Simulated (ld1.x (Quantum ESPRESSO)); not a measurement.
# strontium (Sr) TM: all-electron and pseudo phase curves

ld1.x (Quantum ESPRESSO) 7.5 input, shortened:

```
&input
   title='Sr', zed=38., rel=2, dft='PBE', iswitch=3,
   config='[Kr] 4d0 4f-2 5s0 5p0', rel_dist='average'
 /
 &inputp
   pseudotype=2, tm=.true., lloc=2,
   nlcc=.false.
 /
4
4S  1  0   2.00   0.00  1.85  1.85  0.0
4P  2  1   6.00   0.00  1.40  1.40  0.0
4F  4  3  -2.00   0.25  2.50  2.50  0.0
4D  3  2   0.00   0.00  3.05  3.05  0.0
 &test
   configts(1)='4s2 4p6 4d0 5s0 5p0'
 /
```

Open shells are filled in proportion to 2j + 1 (rel_dist='average').

The phase is arctan(r·u′/u) with u = r·R(r), unwrapped; energies in Ry, scanned from -6 to 5 Ry. A pole is an energy at which the radial function vanishes at the test radius. The pseudo phase is shifted by a multiple of π to meet the all-electron one at the reference energy, and phase errors are pseudo minus all-electron; the curves can meet again beyond the range given. Levels narrower than the energy grid can be missing from the lists of poles.

Question: For each channel, where are the poles, and over which energies does the pseudopotential scatter like the atom?

Answer:

```
channel  radius (bohr)  reference energy (Ry)  poles, all-electron  poles, pseudo  unbroken range about the reference energy with phases within 0.05 rad  phase error 1 Ry above the reference energy (rad)
      s           3.30                  -4.02          -4.00, 0.61    -4.00, 0.42                                                             below -1.1                                             +0.001
   p1/2           3.30                  -2.74          -2.68, 1.44    -2.68, 1.36                                                              below 2.9                                             +0.003
   p3/2           3.30                  -2.66          -2.59, 1.52    -2.59, 1.43                                                              below 2.9                                             +0.003
   d3/2           3.30                  -0.98          -0.60, 3.18    -0.58, 3.47                                                              below 0.4                                             +0.018
   d5/2           3.30                  -0.97          -0.58, 3.20    -0.58, 3.47                                                              below 0.5                                             +0.011
   f5/2           3.30                   0.25                 1.31           1.34                                                              below 2.2                                             +0.006
   f7/2           3.30                   0.25                 1.31           1.34                                                              below 2.2                                             +0.006
```

Phases in the p1/2 channel:

| E (Ry) | all-electron | pseudo |
| --- | --- | --- |
| -6.00 | 1.429 | 1.429 |
| -5.48 | 1.420 | 1.420 |
| -4.96 | 1.409 | 1.409 |
| -4.44 | 1.394 | 1.395 |
| -3.92 | 1.373 | 1.374 |
| -3.40 | 1.337 | 1.337 |
| -2.88 | 1.075 | 1.077 |
| -2.36 | -1.767 | -1.765 |
| -1.84 | -1.858 | -1.856 |
| -1.32 | -1.989 | -1.983 |
| -0.80 | -2.363 | -2.342 |
| -0.28 | -3.747 | -3.721 |
| 0.24 | -4.423 | -4.425 |
| 0.76 | -4.605 | -4.611 |
| 1.28 | -4.693 | -4.702 |
| 1.80 | -4.753 | -4.767 |
| 2.32 | -4.810 | -4.832 |
| 2.84 | -4.881 | -4.928 |
| 3.36 | -5.011 | -5.160 |
| 3.88 | -5.447 | -6.391 |
| 4.40 | -7.066 | -7.464 |
| 4.92 | -7.566 | -7.667 |
